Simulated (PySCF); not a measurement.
ClH3SiSn, SMILES [SiH3][Sn][Cl] (connectivity only; charge and spin as stated), neutral, multiplicity 1.

Geometry optimised at PBE0-D3(BJ)/def2-SVP. The def2 effective core potentials stand for the cores of Sn; spin–orbit coupling is left out.

Level of theory: PBE/def2-TZVPD (PySCF).

Symmetry labels are those of the subgroup Cs that the program uses (full group Cs).

Computed valence orbital energies around the gap with their symmetry:
```csv
orbital,symmetry,energy (eV)
HOMO−7,A',-13.29
HOMO−6,A',-11.46
HOMO−5,A',-8.46
HOMO−4,A",-8.46
HOMO−3,A',-8.00
HOMO−2,A",-7.71
HOMO−1,A',-7.59
HOMO,A',-5.61
LUMO,A",-4.01
LUMO+1,A',-1.91
LUMO+2,A',-0.90
LUMO+3,A',-0.36
```
